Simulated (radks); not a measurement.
Isoelectronic series with 26 electrons, each ion in its NIST ground configuration. Calculated with a radial shooting solver on a logarithmic mesh with Libxc functionals: Dirac Kohn-Sham, PBEsol, spin-unpolarised, spherical densities, finite nucleus; open shells fill j = l - 1/2 first; Fermi nuclear charge, rms radius of each element as measured or else 0.836 A^(1/3) + 0.57 fm. Total energies (hartree) and mean radii <r> (bohr) (* marks an orbital that is empty in some or all of the ions):

| ion | configuration | E (hartree) | 4s1/2* | 3d5/2 |
|---|---|---|---|---|
| Fe | [Ar] 3d6 4s2 | -1271.29310 | 2.976 | 1.145 |
| Cu3+ | [Ar] 3d8 | -1651.03115 | 2.064 | 0.8575 |
| Ge6+ | [Ar] 3d8 | -2085.89344 | 1.555 | 0.6562 |
| Br9+ | [Ar] 3d8 | -2575.94121 | 1.266 | 0.5406 |
| Sr12+ | [Ar] 3d8 | -3121.65305 | 1.073 | 0.4625 |
| Nb15+ | [Ar] 3d8 | -3723.67332 | 0.9339 | 0.4053 |
| Ru18+ | [Ar] 3d8 | -4382.76800 | 0.8273 | 0.3613 |
| Ag21+ | [Ar] 3d8 | -5099.82108 | 0.7428 | 0.3263 |
| Sn24+ | [Ar] 3d8 | -5875.82074 | 0.6739 | 0.2976 |
| I27+ | [Ar] 3d8 | -6711.87994 | 0.6165 | 0.2736 |
